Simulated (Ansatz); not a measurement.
A nudged elastic band was laid between two geometries of C₂H₈BN₃ (14 atoms, charge 0, multiplicity 1).

Theory: RKS PBE0-D4/def2-SVP in Ansatz.

* movable images: 9
* climbing image: yes
* spring: 5.0 eV/Å²
* optimiser: quadratic models (default)
* start path: IDPP
* force threshold: 0.05 eV/Å
* iteration limit: 60
* end points: relaxed

First end point:

```xyz
14
Properties=species:S:1:pos:R:3
C -0.654 -1.900 1.200
B -0.235 -0.582 0.466
N 0.857 0.332 0.601
C 0.245 1.202 -0.385
N 1.093 1.521 -1.485
N -0.841 0.221 -0.575
H 0.203 -2.411 1.665
H -1.151 -2.605 0.515
H -1.374 -1.672 2.005
H 1.835 0.349 0.846
H -0.127 2.154 0.044
H 1.289 0.677 -2.022
H 0.648 2.189 -2.111
H -1.802 0.495 -0.736
```

Last end point:

```xyz
14
Properties=species:S:1:pos:R:3
C -0.719 -1.889 1.176
B -0.300 -0.565 0.453
N 0.608 0.496 0.767
C 0.186 1.203 -0.427
N 1.254 1.550 -1.304
N -0.695 0.074 -0.783
H 0.125 -2.599 1.201
H -1.562 -2.393 0.680
H -0.999 -1.697 2.224
H 1.482 0.659 1.242
H -0.389 2.125 -0.212
H 0.921 2.104 -2.090
H 1.677 0.702 -1.681
H -1.602 0.199 -1.215
```

**Question.** What changes between the two ends?

**Answer.** No bond is made or broken. The height of N5 over the plane of its neighbours goes from 0.37 to -0.37 Å.

**Question.** Give the energies along the band, and the barrier.

**Answer.** The run converged. The highest image is number 7 of 0 to 10, 0.250 eV above the first end and 0.246 eV above the last; the last end lies 0.004 eV above the first. The profile has 3 maxima (images 1, 3, 7) with wells between them (images 2, 4): this band takes more than one step, which may be the mechanism or a detour left from its start path. A vibrational analysis at the climbing image gives one clearly imaginary mode, 360i cm⁻¹: a first-order saddle point.

```tsv
image	path coordinate (Å)	energy (eV)	height of N5 over the plane of its neighbours (Å)
0	0.00	0.000	0.37
1	0.57	0.017	0.39
2	1.15	0.009	0.36
3	1.72	0.111	0.26
4	2.30	0.055	-0.30
5	2.88	0.056	-0.37
6	3.46	0.165	-0.40
7	4.03	0.250	-0.42
8	4.82	0.100	-0.40
9	5.61	0.001	-0.37
10	6.40	0.004	-0.37
```

**Question.** What is the geometry of the highest image?

**Answer.** 
```xyz
14
Properties=species:S:1:pos:R:3
C -0.279 -1.833 1.357
B -0.137 -0.546 0.479
N 0.682 0.618 0.535
C -0.088 1.198 -0.553
N 0.652 1.611 -1.728
N -0.846 -0.048 -0.688
H 0.618 -2.027 1.964
H -0.480 -2.722 0.738
H -1.130 -1.728 2.052
H 1.488 1.012 0.994
H -0.728 2.033 -0.205
H 0.426 0.957 -2.475
H 1.646 1.481 -1.555
H -1.837 -0.036 -0.888
```

The run took 13 min on 2 threads of Arm Neoverse V1, with other jobs on the host, peak memory 0.33 GiB.
